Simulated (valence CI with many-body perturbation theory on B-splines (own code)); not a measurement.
# Level structure of Cd17+

Level of theory: configuration interaction combined with many-body perturbation theory (CI+MBPT): three valence electrons over a frozen Dirac-Fock core [Ar] 3d10, a basis of 11 s, 11 p, 10 d, 8 f, 5 g, 2 h functions for each j, with the one-electron correlation potential Σ1, the two-electron term Σ2, the three-electron term Σ3, Breit, model QED; selected CI, second order for the rest, scaled by the run's own slope (own B-spline code, finite nucleus).

No measured levels were compared; by estimate levels hold to about 250 cm⁻¹ or 0.2 % of their energy and the worst to 1 %, as in measured heavy ions of charge 2 to 7; those with d or f electrons hold less well.

Levels 91 to 135 of 187, with energies above the lowest level, 4s²4p ²P°_1/2. "Leading %" is the weight of the configuration and term that name the level; weights of strongly mixed levels are sums over their largest components and can fall short, so below about 35 % the name and the second component can differ from the true leading terms, or belong to a minority configuration. In the jj column 3d3/2^4 stands for four electrons in 3d with j = 3/2. Lifetimes count E1, E2, E3, M1 and M2 decay at the calculated energies, and are blank where another channel may lead or the interval is too uncertain; long ones can be off by a factor of two.

```csv
No.,Configuration,Term,J,E (cm⁻¹),Leading %,Leading jj,g,Lifetime
91,4s4d²,²D,5/2,1569100,29,4s 4d5/2^2 (38 %),1.161,5.25 ps
92,4s4p4f,⁴F,9/2,1572200,44,4s 4p3/2 4f7/2 (40 %),1.316,4.28 ps
93,4s4p4f,⁴F,7/2,1572300,47,4s 4p3/2 4f7/2 (36 %),1.254,4.68 ps
94,4s4p4f,⁴D,1/2,1572600,99,4s 4p3/2 4f5/2 (99 %),-0.002,7.89 ps
95,4s4p4f,⁴D,3/2,1572600,76,4s 4p3/2 4f5/2 (75 %),1.033,6.77 ps
96,4s4p4f,⁴D,5/2,1573000,47,4s 4p3/2 4f7/2 (39 %),1.219,5.97 ps
97,4s²5p,²P°,1/2,1590400,97,4s^2 5p1/2 (97 %),0.666,6.10 ps
98,4s4p4f,²G,7/2,1596200,34,4s 4p3/2 4f7/2 (41 %),1.031,6.02 ps
99,4s4p4f,²F,5/2,1596800,44,4s 4p3/2 4f5/2 (43 %),0.869,6.83 ps
100,4s4d²,²F,7/2,1605300,46,4s 4d3/2 4d5/2 (28 %),1.082,6.74 ps
101,4s²5p,²P°,3/2,1618100,96,4s^2 5p3/2 (96 %),1.334,6.24 ps
102,4s4p4f,²D,5/2,1622500,47,4s 4p3/2 4f7/2 (23 %),1.120,4.19 ps
103,4s4p4f,²G,9/2,1630900,87,4s 4p3/2 4f7/2 (61 %),1.111,5.62 ps
104,4s4d²,²S,1/2,1638000,49,4s 4d3/2^2 (44 %),1.391,3.88 ps
105,4s4p4f,²D,3/2,1647500,55,4s 4p3/2 4f7/2 (49 %),0.888,4.64 ps
106,4s4d²,²P,1/2,1651400,46,4s 4d5/2^2 (62 %),1.285,4.24 ps
107,4s4d²,²P,3/2,1652700,68,4s 4d5/2^2 (47 %),1.233,4.02 ps
108,4s4p4f,²D,3/2,1675400,82,4s 4p3/2 4f5/2 (73 %),0.797,4.53 ps
109,4s4p4f,²D,5/2,1676700,54,4s 4p3/2 4f7/2 (53 %),1.096,4.10 ps
110,4s4p4f,²F,7/2,1678300,46,4s 4p3/2 4f7/2 (27 %),1.118,3.12 ps
111,4s4p4f,²D,5/2,1678600,36,4s 4p3/2 4f5/2 (35 %),1.010,3.55 ps
112,4s4p4f,²G,9/2,1682300,58,4s 4p3/2 4f7/2 (34 %),1.115,3.33 ps
113,4s4p4f,²G,7/2,1691600,59,4s 4p3/2 4f5/2 (39 %),0.908,3.41 ps
114,4s4p5s,⁴P°,1/2,1727400,92,4s 4p1/2 5s (97 %),2.531,2.85 ps
115,4s4p5s,⁴P°,3/2,1741900,84,4s 4p1/2 5s (85 %),1.672,2.70 ps
116,4s4p5s,²P°,1/2,1758900,94,4s 4p1/2 5s (88 %),0.762,2.58 ps
117,4s4p5s,⁴P°,5/2,1795000,99,4s 4p3/2 5s (99 %),1.600,3.04 ps
118,4p4d²,⁴G°,5/2,1797800,55,4p1/2 4d3/2^2 (73 %),0.681,51.1 ps
119,4s4p5s,²P°,3/2,1813800,87,4s 4p3/2 5s (96 %),1.377,2.12 ps
120,4p4d²,⁴G°,7/2,1820300,68,4p1/2 4d3/2 4d5/2 (66 %),1.011,44.4 ps
121,4p4d²,⁴G°,5/2,1833700,23,4p1/2 4d3/2 4d5/2 (68 %),0.978,18.1 ps
122,4p²4f,²G°,7/2,1836100,26,4p1/2^2 4f7/2 (48 %),1.035,18.7 ps
123,4p4d²,²H°,9/2,1837000,30,4p1/2 4d3/2 4d5/2 (67 %),1.045,33.3 ps
124,4p4d²,²D°,3/2,1845500,54,4p1/2 4d3/2 4d5/2 (69 %),0.905,13.9 ps
125,4p4d²,⁴G°,9/2,1850600,50,4p1/2 4d5/2^2 (47 %),1.113,44.1 ps
126,4s²5d,²D,3/2,1850800,91,4s^2 5d3/2 (91 %),0.809,5.26 ps
127,4s²5d,²D,5/2,1857000,93,4s^2 5d5/2 (93 %),1.202,5.84 ps
128,4p4d²,²F°,7/2,1857400,23,4p1/2 4d5/2^2 (55 %),1.219,18.2 ps
129,4p4d²,⁴D°,1/2,1862000,82,4p1/2 4d3/2 4d5/2 (60 %),0.353,10.4 ps
130,4p²4f,⁴G°,5/2,1864100,39,4p1/2^2 4f5/2 (58 %),0.834,6.27 ps
131,4p4d²,⁴P°,1/2,1867000,47,4p1/2 4d3/2^2 (46 %),2.038,7.63 ps
132,4s4p5p,⁴D,1/2,1869300,71,4s 4p1/2 5p1/2 (98 %),0.246,4.56 ps
133,4p4d²,⁴D°,5/2,1871700,30,4p1/2 4d5/2^2 (43 %),1.105,12.2 ps
134,4p4d²,⁴G°,11/2,1872400,39,4p1/2 4p3/2 4f7/2 (42 %),1.205,54.6 ps
135,4p4d²,⁴F°,3/2,1879000,42,4p1/2 4d3/2^2 (51 %),0.870,5.44 ps
```

Names give the largest LS component (configuration and term), which can be under half, so a name can repeat, a term be missing and a line seem to break the LS rules; names also repeat where a configuration has a term twice.

Where two levels of one J and parity lie close, their mixing, g and order are uncertain.
